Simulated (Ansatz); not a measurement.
Mg2Al2⁻. Charge -1, multiplicity 2. Geometry PBE0-D4/def2-TZVP, that of the neutral singlet; atoms count from 1.

```xyz
4

Al    1.3336    0.6083   -0.7177
Al    0.4701   -1.0516    1.1552
Mg   -0.9335   -0.9073   -1.2340
Mg   -0.8703    1.3506    0.7966
```

The charge -1 doublet is spin-contaminated (final ⟨S²⟩ up to 1.27, 0.75 for a pure state). The structure comes from a short search, and lower isomers may exist.

Question: Estimate the Mulliken populations from the PBE0/def2-TZVPD orbitals of Ansatz.

Answer: 
```
atom  charge (e)  spin (α − β)
 Al1       -0.51          0.44
 Al2       -0.51          0.44
 Mg3       -0.03          0.39
 Mg4        0.04         -0.27
```
Mulliken values depend strongly on the basis. With diffuse functions, as here, like atoms can get unlike values, and bond orders can come out too low or too high.

Question: Where does the spin sit?

Answer: Summed by element: Al 0.88, Mg 0.12, of 1 unpaired in all. Largest on single atoms: Al2 0.44, Al1 0.44, Mg3 0.39.

Question: And the Mayer bond orders between heavy atoms (over 0.3)?

Answer: Al1–Al2 1.06 (2.65 Å); Al1–Mg3 0.59 (2.78 Å); Al1–Mg4 0.66 (2.78 Å); Al2–Mg3 0.59 (2.77 Å); Al2–Mg4 0.66 (2.77 Å); Mg3–Mg4 0.54 (3.04 Å).
